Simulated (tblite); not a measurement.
Species: C7H11FSi.
Atom-mapped SMILES: `[CH:1]#[C:2][CH2:3][C@@H:4]([CH3:5])[Si@@H:6]1[CH2:7][C@H:8]1[F:9]` (hydrogens: H10 on C1; H11, H12 on C3; H13 on C4; H14, H15, H16 on C5; H17 on Si6; H18, H19 on C7; H20 on C8)

Geometry (GFN2-xTB, Å), atoms numbered from 1 in this order:
```
atom  x, y, z in Å
C1     2.432   -1.761   -0.168
C2     2.230   -0.594    0.009
C3     1.942    0.810    0.205
C4     0.462    1.121   -0.063
C5     0.134    0.913   -1.540
Si6   -0.636    0.062    1.074
C7    -1.697   -1.345    0.398
C8    -2.491   -0.069    0.698
F9    -3.384   -0.181    1.739
H10    2.631   -2.780   -0.316
H11    2.574    1.399   -0.467
H12    2.198    1.081    1.234
H13    0.308    2.180    0.174
H14    0.341   -0.115   -1.831
H15   -0.913    1.129   -1.740
H16    0.742    1.570   -2.161
H17   -0.268    0.001    2.479
H18   -1.670   -1.645   -0.640
H19   -1.938   -2.175    1.046
H20   -3.004    0.409   -0.131
```

All values are computed: GFN2-xTB (tblite) harmonic vibrations without scaling, gas phase. Against measured fundamentals such values can be off by several per cent, at times by over 20. Modes of hydrogen on silicon can be 10 to 20 % off. One conformer, not necessarily the lowest.

Harmonic wavenumbers (cm⁻¹): 26.9, 50.9, 95.8, 121.7, 127.5, 217.3, 229.8, 246.3, 293.0, 330.9, 343.1, 397.6, 475.5, 542.4, 611.5, 635.1, 642.1, 658.5, 676.5, 717.5, 770.4, 886.8, 904.9, 932.4, 959.7, 981.5, 1020.9, 1056.6, 1093.2, 1096.8, 1122.0, 1126.7, 1183.2, 1241.9, 1278.5, 1292.3, 1327.9, 1415.1, 1416.3, 1457.9, 1501.0, 1507.2, 2293.7, 2343.0, 2918.4, 2931.1, 2954.5, 2995.0, 3007.9, 3034.5, 3038.8, 3064.5, 3086.9, 3399.3.

A = 2497, B = 771.2, C = 704.7 MHz; mass 142.061 u (most abundant isotopes); point group C1, symmetry number 1.

Question: What is the zero-point energy?

Answer: Half the sum of the wavenumbers: 34040 cm⁻¹ = 407.21 kJ/mol.

Question: Entropy at 500 K, 1 bar (ideal gas, RRHO, classical rotation)?

Answer: Translation 181.41, rotation 131.34, vibration 247.08: S = 559.8 J/(mol K).

Question: And Cp and H(500 K) − H(0)?

Answer: Cp = 261.80 J/(mol K), of which vibrations give 228.54 (their classical limit is 54 R = 449.0); H(500 K) − H(0) = 77.99 kJ/mol without the zero-point energy, 61.36 from vibrations.

Question: How do the functions run with temperature in this model?

Answer: 
| T (K) | S (J/(mol K)) | Cp (J/(mol K)) | H − H(0) (kJ/mol) | G − H(0) (kJ/mol) | ln q(vib) |
| --- | --- | --- | --- | --- | --- |
| 50 | 257.2 | 60.7 | 2.30 | -10.56 | 1.01 |
| 100 | 307.6 | 87.3 | 6.01 | -24.75 | 2.59 |
| 298.15 | 445.7 | 181.8 | 32.71 | -100.16 | 8.86 |
| 373.15 | 490.1 | 215.0 | 47.62 | -135.27 | 11.15 |
| 750 | 679.0 | 325.5 | 152.02 | -357.26 | 22.05 |
| 1000 | 778.8 | 367.1 | 238.93 | -539.83 | 28.54 |

q(vib) and H(0) count from the zero-point level.

Question: Blend soft modes into free rotors: weight 1/[1 + (100 cm⁻¹/ν̃)⁴] for the oscillator and the rest for a rotor with moment μB/(μ + B), μ = h/(8π²ν), B = 10⁻⁴⁴ kg m². What vibrational entropy results?

Answer: 225.27 J/(mol K) in place of 247.08, which changes −T·S at 500 K by +10.91 kJ/mol.

Hindered rotation and anharmonicity are outside this model. Other conformers, if any are populated, would add a mixing term that is left out. The structure is chiral; the term R ln 2 for an equal mix with its mirror image is left out.

Hardware: one thread of an Arm Neoverse N1, shared host. Cost: 1.5 s of wall time. The figure is for the frequency step alone.
